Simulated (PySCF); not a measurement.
# Cobalt: a sound run and one with changed settings

Sound run: Co²⁺ [Ar] 3d7, Co³⁺ [Ar] 3d6. All numbers are calculated (PySCF 2.14, the non-relativistic Hamiltonian (point nucleus), in pcseg-2 (6s4p3d2f1g, 56 functions)). The sound run starts from symmetry-adapted Hartree-Fock orbitals and uses a fine grid where one is needed.

Changed run: radial step 1.2 in ln r (0.13 in the sound run). This setting is unsound on purpose.

```csv
species,method,sound run (hartree),changed run (hartree),converged
Co²⁺,UHF,-1380.58409,-1380.58409,yes
Co²⁺,TPSS,-1381.86418,-1386.39188,yes
Co²⁺,BP86,-1382.01153,-1386.45690,yes
Co³⁺,UHF,-1379.43280,-1379.43280,yes
Co³⁺,TPSS,-1380.60273,-1385.10054,yes
Co³⁺,BP86,-1380.74335,-1385.17200,yes
```

Ionisation energy of Co²⁺:

```csv
method,sound run (eV),changed run (eV)
UHF,31.328,31.328
TPSS,34.326,35.139
BP86,34.509,34.964
```

A coarse radial grid mis-integrates the density and the exchange-correlation energy, with errors of either sign; Hartree-Fock needs no grid.

For comparison, NIST gives 33.5 ± 0.06 eV between the lowest levels.
